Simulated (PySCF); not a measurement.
C₂H₃F₂GaO₂, SMILES CC(=O)[O][Ga]([F])[F].

Geometry: B3LYP-D3(BJ)/def2-SVP. The values are those of a single conformer.

Calculation: B3LYP-D3(BJ)/def2-SVP (PySCF).

Frequencies are harmonic and unscaled.

Computed normal modes with their intensities:
```csv
mode,ν (cm⁻¹),IR (km/mol),moving atoms (share of kinetic energy)
1,9,0.8,H 97 %
2,81,0.1,"F 50 %, C 26 %, H 12 %"
3,135,0.0,"O 70 %, F 30 %"
4,172,24.7,"F 54 %, Ga 38 %"
5,179,31.8,F 83 %
6,223,21.2,"O 43 %, C 18 %, F 16 %, Ga 14 %, H 9 %"
7,261,11.2,"O 47 %, C 26 %, H 15 %, Ga 12 %"
8,377,40.6,"Ga 37 %, C 28 %, O 22 %, F 9 %"
9,486,0.0,"O 73 %, H 17 %, C 9 %"
10,625,8.3,"C 44 %, H 33 %, O 23 %"
11,694,60.9,"F 85 %, Ga 14 %"
12,748,68.4,"O 54 %, C 33 %, H 10 %"
13,754,78.9,"F 70 %, Ga 29 %"
14,1002,3.4,"O 72 %, C 21 %"
15,1020,6.2,"H 66 %, C 24 %, O 11 %"
16,1060,15.2,"H 48 %, C 48 %"
17,1368,1.1,"H 78 %, C 19 %"
18,1421,55.9,H 92 %
19,1444,24.3,H 92 %
20,1538,249.3,"C 74 %, O 21 %"
21,1579,271.7,"C 66 %, O 27 %"
22,3056,0.6,H 97 %
23,3144,1.2,"H 91 %, C 9 %"
24,3188,0.0,"H 90 %, C 10 %"
```
